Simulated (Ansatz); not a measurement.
Cost and result for the atomization energy of AlH$_{5}$O$_{2}$Si$_{2}$ (10 atoms, 10 bonds).

```
atom   x (Å)   y (Å)   z (Å)
 Si1  -1.814  -1.394   0.844
 Al2  -0.007   0.003   0.014
  O3   1.732  -0.030   0.107
 Si4   1.764   1.357  -0.818
  O5   0.104   1.450  -0.946
  H6  -3.031  -0.572   1.072
  H7  -1.413  -2.045   2.118
  H8  -2.125  -2.447  -0.159
  H9   2.355   2.515  -0.104
 H10   2.435   1.163  -2.128
```

The species carries charge 0 and has multiplicity 1. The structure was optimised at the PBE0-D4/def2-TZVP level. Program: Ansatz. All runs use 4 threads of a server CPU on a shared host. Times are those of one run each, without the atoms' runs, and a repeat can differ threefold. Electronic energies, without spin–orbit coupling; frozen cores. CCSD(T)/CBS adds CCSD(T) − MP2 in def2-TZVPP to the MP2 limit, and its time is that of the two runs behind it. T1 = 0.015. B3LYP takes the VWN-RPA correlation (the form of Gaussian; ORCA's B3LYP/G). HSE06 is the plane-wave form, built on full-range PBE exchange.

CCSD(T)/CBS is a level of theory with its own doubt, some kJ/mol a heavy atom from the limit and from the frozen cores, so smaller differences don't rank the functionals.

```
                            level  functions  wall time
           LDA (SPW92)/def2-TZVPP        258      1.7 s
  PBE-D4/def2-TZVPP (with forces)        258        3 s
               PBE0-D4/def2-TZVPP        258      3.9 s
          CAM-B3LYP-D4/def2-TZVPP        258      4.4 s
              HSE06-D4/def2-TZVPP        258      4.6 s
                 CCSD(T)/def2-SVP        107      4.6 s
B3LYP-D4/def2-TZVPP (with forces)        258        6 s
              PBE-QIDH/def2-TZVPP        258      6.5 s
                B2PLYP/def2-TZVPP        258      6.5 s
 ωB97M-V/def2-TZVPP (with forces)        258       14 s
                   MP2/def2-QZVPP        474       22 s
               CCSD(T)/def2-TZVPP        258    2.3 min
                CCSD(T)/CBS(def2)          –    2.7 min
```

What atomization energy does each give, and how far from CCSD(T)/CBS? (Best estimate.)

Ansatz gave: 
```tsv
level	atomization (kcal/mol)	difference from CCSD(T)/CBS	per bond
LDA (SPW92)/def2-TZVPP	947.1	98.0	9.8
PBE-D4/def2-TZVPP (with forces)	841.2	-7.9	-0.8
PBE0-D4/def2-TZVPP	829.1	-20.0	-2.0
CAM-B3LYP-D4/def2-TZVPP	845.0	-4.1	-0.4
HSE06-D4/def2-TZVPP	829.6	-19.5	-1.9
CCSD(T)/def2-SVP	775.5	-73.6	-7.4
B3LYP-D4/def2-TZVPP (with forces)	837.1	-12.0	-1.2
PBE-QIDH/def2-TZVPP	832.5	-16.6	-1.7
B2PLYP/def2-TZVPP	832.6	-16.5	-1.6
ωB97M-V/def2-TZVPP (with forces)	845.0	-4.1	-0.4
MP2/def2-QZVPP	855.4	6.3	0.6
CCSD(T)/def2-TZVPP	822.9	-26.2	-2.6
CCSD(T)/CBS(def2)	849.1	0.0	0.0
```

The D4 term adds +8.8 kcal/mol with B3LYP and +4.6 kcal/mol with PBE0; it sums over pairs of atoms, weighted by their polarisabilities, and B3LYP, whose exchange is more repulsive, gets the larger term. At CCSD(T), def2-SVP lies −73.7 kcal/mol from the extrapolated value and def2-TZVPP −26.2 kcal/mol: correlation converges slowly with the basis, and small sets miss more of it in the bonded molecule than in its fragments. From PBE to PBE0 (25 % exact exchange), in def2-TZVPP and without D4, the atomization energy moves by −11.3 kcal/mol: exact exchange takes away binding that semilocal exchange gives to molecules.
